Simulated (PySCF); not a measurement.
# Broadened absorption spectrum of C5H8FOP

Species: C5H8FOP.
Bonds: C1–O2, O2–C3, C3–C4 (double), C4–F5, C4–C6, C6–P7, P7–C8, C3–C8. Hydrogens: H9, H10, H11 on C1; H12, H13 on C6; H14 on P7; H15, H16 on C8.

Theory: TDDFT wB97X-D/def2-SVPD, vertical, gas phase, core orbitals frozen in the response in PySCF 2.14.0, density-fitted response routines. Geometry: GFN2-xTB, one conformer, isolated molecule.

Computed states:

```
state  E (eV)       f
   S1    5.82  0.0011
   S2    6.10   0.010
   S3    6.64   0.031
   S4    6.78   0.024
   S5    6.92   0.031
   S6    7.10   0.239
   S7    7.27   0.020
   S8    7.58   0.083
```

Each state is given a Gaussian of 0.4 eV full width at half maximum, with ε(max) = 2.175×10⁸ f / Δν̃ (Δν̃ the width in cm⁻¹). The width is an assumption, not a result. The curve ends short of the highest state used, and states not computed would add to its high-energy end.

Question: What does the envelope look like, and where are its maxima?

Answer: 
```tsv
E (eV)	ε (L mol⁻¹ cm⁻¹)
5.22	0
5.26	0
5.29	1
5.32	1
5.35	2
5.38	3
5.42	5
5.45	7
5.48	11
5.51	16
5.54	22
5.58	34
5.61	45
5.64	60
5.67	78
5.70	100
5.74	138
5.77	173
5.80	215
5.83	264
5.86	319
5.90	402
5.93	467
5.96	532
5.99	591
6.02	642
6.06	690
6.09	707
6.12	707
6.15	694
6.18	671
6.22	638
6.25	624
6.28	630
6.31	667
6.34	745
6.38	926
6.41	1127
6.44	1384
6.47	1697
6.50	2060
6.54	2610
6.57	3063
6.60	3546
6.63	4058
6.66	4607
6.70	5422
6.73	6122
6.76	6928
6.79	7862
6.82	8941
6.86	10604
6.89	11989
6.92	13436
6.95	14870
6.98	16198
```

Maxima: 203 nm (6.11 eV), ε about 710, made up of S2 (95%) (ε in L mol⁻¹ cm⁻¹; maxima over ε = 5, shares over 10%). At its high-energy end, 6.98 eV, the curve is still rising (ε about 16000, from S5 and S6).

Question: Coming from long wavelengths, where does ε first pass 100 L mol⁻¹ cm⁻¹?

Answer: At about 217 nm (5.70 eV), 0.12 eV below S1.

Question: What would ε be at 6.11 eV, the highest of these maxima, with half the width (0.2 eV)?

Answer: About 1340 L mol⁻¹ cm⁻¹ against 709, a factor of about 1.9; a lone state at its own centre would give exactly 2.

Question: On this curve, what absorbance would a 10⁻⁴ mol/L sample give at 222 nm over a 1 cm path?

Answer: 222 nm is 5.585 eV, where ε is about 35 L mol⁻¹ cm⁻¹, so A = ε c l ≈ 0.0035 (Beer–Lambert, with the gas-phase spectrum and the assumed width).
